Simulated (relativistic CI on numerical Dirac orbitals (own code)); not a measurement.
# Tb⁴⁹⁺: sensitivity of the levels to the model

Base calculation: Dirac-Coulomb-Breit CI, orbitals from a KLI potential per configuration, model QED (radiative potential, 1s self-energy scaled to tabulated hydrogen-like ionisation energies), unscaled Slater integrals.

Configurations in the expansion (outside the closed core [Ne]): 3s2 3p4, 3s 3p5, 3s2 3p3 3d, 3p6, 3s 3p4 3d, 3p5 3d, 3s 3p3 3d2, 3s2 3p2 3d 4p, 3p5 4s, 3s 3p3 3d 4s, 3s2 3p3 4s, 3p5 4p, 3s2 3p2 3d2, 3s2 3p 3d3, 3s 3p2 3d3, 3s2 3p 3d2 4s, 3p4 3d2, 3p3 3d3, 3p3 3d2 4s, 3s2 3p2 3d 4s, 3s 3p2 3d2 4s, 3s2 3p 3d 4s2. Double excitations out of closed p, d and f shells are left out; levels of such configurations are missing from the list, as are those of other unlisted configurations, and high levels can miss mixing partners.

The lowest level and the first level of each name with at least 55 % of one term (blank where a level has no safe partner in the second run):

```csv
Level,Base (eV),Shift (eV)
3s2 3p4 3P_2,0.000,0.000
3s2 3p4 1S_0,16.753,-0.345
3s2 3p4 3P_1,185.401,+2.063
3s2 3p4 1D_2,193.990,+2.378
3s2 3p3 3d 3P°_0,205.653,+0.490
3s 3p5 3P°_2,336.976,+0.465
3s2 3p4 3P_0,385.673,+4.205
3s2 3p2 3d2 3P_0,425.536,+1.221
3s2 3p3 3d 3G°_5,434.113,+5.466
3s 3p5 3P°_0,526.000,+2.627
3s 3p4 3d 5F_5,565.937,+2.954
```

At this charge energies of transitions that change n are usually good to better than 1 %, and those within a shell (Δn = 0) to a few per cent.

Q: One thing was changed in a second run, which moved the levels as shown. Which?
A. configuration mixing switched off
B. Breit term removed
C. P86 correlation estimate
D. QED terms removed

A: B. Breit term removed. The Breit term mainly narrows fine-structure intervals, so removing it widens them.

LS names give the leading component of a level, which can be under half, so a name can repeat, a term be missing and a line seem to break the LS rules.
